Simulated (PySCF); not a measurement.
Structure problem from calculated spectra and properties.

Formula: C3H10AsGa.

- XPS: C1s 289.4, C1s 290.2 (×2) eV [ΔSCF SCAN, pcX-2 on the ionised atom, pcseg-1 elsewhere, spin-free X2C]
- Polarisability: 103.3 au [B3LYP/def2-SVPD]
- Rotational structure: rotational constants A, B, C: 2.980, 1.049, 0.818 GHz [PBE0-D3(BJ)/def2-SVP]
- Valence photoelectron: vertical ionisation energy: 9.00 eV [ΔSCF B3LYP/def2-SVPD]
- 13C NMR: chemical shifts (computed TMS as zero) by class: -0.2 (2 C), -15.7 (1 C) ppm [GIAO HF/pcSseg-1]
- Triplet: lowest triplet excitation (Tamm–Dancoff): 5.35 eV [TDA B3LYP/def2-SVPD]
- Couplings: largest of the computed one-bond spin–spin couplings (means over like bonds): 13C–1H +168.8 (×2), 13C–1H +167.7 (×2), 13C–1H +157.3, 13C–13C +17.3, 13C–13C +10.0 (×2) Hz [B3LYP/pcJ-1 (pcSseg-1 on As, pcSseg-1 on Ga), spin–dipole term left out]

The electronic properties come from PySCF, for the isolated species, density fitting. Levels stand in brackets. One conformer (not necessarily the lowest) at the PBE0-D3(BJ)/def2-SVP geometry, without solvent, vibrations or thermal averaging. Relativistic effects, spin–orbit coupling among them, are left out (core-ionisation runs apart) although an element past zinc is present. NMR values are class means; diastereotopic atoms form classes of their own.

Problem. Propose a structure and show how it fits.

Solution. Numbering: `[AsH3+:1][GaH2-:2][CH:3]1[CH2:4][CH2:5]1`. 3 carbons fall into 2 classes; from least to most shielded: three-membered-ring carbon [C4/C5] (-0.2 ppm, 2 C), three-membered-ring carbon [C3] (-15.7 ppm). The couplings run between: +168.8 Hz, three-membered-ring carbon [C4] and its hydrogen (with 1 like pair); +167.7 Hz, three-membered-ring carbon [C4] and its hydrogen (with 1 like pair); +157.3 Hz, three-membered-ring carbon [C3] and its hydrogen; +17.3 Hz, three-membered-ring carbon [C4] and three-membered-ring carbon [C5]; +10.0 Hz, three-membered-ring carbon [C3] and three-membered-ring carbon [C4] (with 1 like pair). The core levels belong to: C1s 289.4 eV, three-membered-ring carbon [C3]; C1s 290.2 eV, three-membered-ring carbon [C4/C5]. One atom of each topological class was ionised and stands for its class. No core level of As or Ga was computed. The first electron is taken from the HOMO, whose largest Löwdin shares are 0.30 on a three-membered-ring carbon, 0.20 on the gallium bonded to As, C and 2 H and 0.14 on each of 2 atoms of one kind (three-membered-ring carbon). The optimised geometry has point group C1 and is an asymmetric top. Structure: `[AsH3+][GaH2-][CH]1CC1`. Computed isomers that give other values at the same levels: `C=CC[AsH2+][GaH3-]` (core binding energies: C1s 290.5, C1s 291.0, C1s 291.3 eV). The assignments are read from this structure; whether some other isomer fits the data as well wasn't checked. NMR values of atoms bound to Ga lack the spin–orbit term that these neighbours bring.

Conformer computed: `[AsH3+:1][GaH2-:2][CH:3]1[CH2:4][CH2:5]1`: As1–Ga2–C3–C4 64°.
